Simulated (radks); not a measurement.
Values are calculated unless marked as measured or tabulated.
Neutral neon inside a hard spherical wall (all orbitals vanish at R), configuration held at [Ne] and not refilled when levels cross. Code: a radial shooting solver on a logarithmic mesh with Libxc functionals. Model: scalar-relativistic Kohn-Sham, r2SCAN, spin-unpolarised, spherical densities, finite nucleus; meta-GGA in the generalised Kohn-Sham scheme; Fermi nuclear charge, rms radius 3.0055 fm. Eigenvalues in eV, with the zero of energy where the potential of the charges vanishes at infinity; a dash marks a level that is unbound or too diffuse for the functional's potential to be trusted. A positive occupied level is held by the wall or, in an anion where self-interaction has pushed it up, behind a barrier. The pressure on the wall is -dE/dV.

R (bohr)  E (hartree)  kinetic (hartree)    e(1s)    e(2s)    e(2p)  e(3s, empty)  e(3p, empty)  pressure (GPa)
free       -129.08272            129.060  -837.82  -38.388  -13.968             -             -               0
20         -129.08272            129.060  -837.82  -38.388  -13.968             -             -        < 0.0001
7          -129.08269            129.060  -837.82  -38.385  -13.965         2.425         5.054         0.00237
5          -129.08120            129.074  -837.69  -38.291  -13.868         6.254        10.836           0.297
4          -129.07020            129.154  -837.08  -37.865  -13.411        12.145        18.572            3.93
3          -128.96878            129.728  -833.63  -35.644  -10.913        29.217        37.912            68.2
2          -127.76690            134.658  -812.87  -22.180    4.348        100.83        106.79            2040
1.5        -123.84423            146.730  -774.77    7.509   35.537        233.01        221.77           16000
